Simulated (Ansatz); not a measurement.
Calculated with Ansatz (gas phase, PBE0-D4/def2-TZVP geometries, no zero-point term in ΔE). CBS: MP2 limit from def2 TZ/QZ plus the TZ coupled-cluster correction, frozen cores. Functionals use def2-TZVPP. For Br, Zn outer-core shells are correlated without core-valence functions, which leaves a few kJ/mol of doubt a bond. Scalar relativity is left out up to krypton. One conformer a species, not always the lowest.

Reaction (cleavage of the Zn–Si bond): `[BH2][Zn][SiH2][ZnH]` + HBr → `[ZnH][Br]` + `[BH2][Zn][SiH3]`

| level | ΔE (eV) |
| --- | --- |
| PBE | -1.12 |
| CCSD(T)/def2-SVP | -1.30 |

Problem. What does CCSD(T)/CBS give? (Best estimate.)

Solution. The calculation gave: -1.32 eV. The listed levels differ from it by 0.20, 0.02 eV.

Largest T1 diagnostic among the species: 0.015.

From BLYP to BHLYP (50 % exact exchange), in def2-TZVPP and without D4, ΔE moves by −0.23 eV. In def2-TZVPP, CCSD(T) changes the Hartree–Fock value by +0.41 eV (the triples alone add +0.06 eV) and MP2 by +0.38 eV.
